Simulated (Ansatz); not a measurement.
# Isomers

Structures of GeSiH$_{4}$O, closed shell, relaxed at PBE0-D4/def2-TZVP (vibrations not checked; lower isomers may exist, and structures with a doubtful reference or unclear bonds are left out). Program: Ansatz 0.2.0. Basis: def2-TZVPP. Cores are frozen in the correlated methods. Filled d shells of the heavier atoms are correlated. The def2 sets are not built for correlating such inner shells, so the correlated values are less sure here. B3LYP uses VWN-RPA correlation.

(1) Rank them by CCSD(T) energy, lowest first, and give each one's height above the lowest. Links in brackets join atoms within 1.22 times the sum of their covalent radii (1.1 for two metals). (An estimate is asked for; the value comes from the calculation.)
A.
GeSiH₄O ([O]1[SiH2][GeH2]1)
```
7
angstrom
O -0.7406 -0.4984 0.8149
Si 0.7151 0.2798 0.7940
Ge -0.5356 -0.1537 -1.0331
H -0.5130 -1.4929 -1.7833
H -1.6988 0.7330 -1.4996
H 0.7724 1.6216 1.4253
H 1.9131 -0.5195 1.1524
```
B.
GeSiH₄O ([OH][SiH]1[H][GeH]1)
```
7
angstrom
O -1.7834 -1.4632 0.6957
Si -0.3511 -0.9344 0.0881
Ge 0.7849 0.9939 0.5979
H -0.1400 -1.8357 -1.0740
H -0.5511 0.6006 -0.5992
H -2.0810 -1.0580 1.5133
H 1.6340 0.3469 -0.5955
```
C.
GeSiH₄O ([OH]1[SiH][GeH2]1)
```
7
angstrom
O -0.7220 -0.8308 0.8214
Si -0.9506 -0.1852 -0.9496
Ge 0.8492 0.3624 0.5087
H -0.1142 -1.3423 -1.4770
H -1.3597 -0.4501 1.4329
H 0.6463 1.3899 1.6533
H 1.9819 -0.5761 0.9855
```
D.
GeSiH₄O ([SiH3][O][GeH])
```
7
angstrom
O 0.0173 -0.3731 0.1139
Si -0.8161 -0.1283 -1.2809
Ge 1.4608 0.3886 0.8475
H -0.8009 -1.3764 -2.0857
H -2.2200 0.2308 -0.9559
H -0.2035 0.9723 -2.0772
H 1.4234 -0.5580 2.1426
```

(2) Do PBE-D4, r2SCAN-D4, PBE0-D4, B3LYP-D4, wB97M-V, HF, MP2 give the same order? (A judgement: the text doesn't fix the answer.)

No T1 diagnostic of these runs exceeds 0.015. The restricted Hartree–Fock reference is unstable towards an unrestricted one at one or more of these structures.

For scale, one of the runs: CCSD(T)/def2-TZVPP, 177 basis functions, launched by `ansatz run in.yaml --threads 2 --pin off --events-out ev --progress --plain --max-ram 4352MiB`. Time: 66 s of wall clock on 2 CPU threads of an Arm Neoverse V1; the host was shared. Peak host memory: 1.6 GiB.

## Answers

(1) By the calculation: D (0.0 kJ/mol), A (61.9 kJ/mol), B (79.0 kJ/mol), C (156.5 kJ/mol). Heights count from the lowest.

(2) Computed: Lowest first: PBE-D4 D < B < A < C; B3LYP-D4 D < B < A < C. The others agree with CCSD(T).
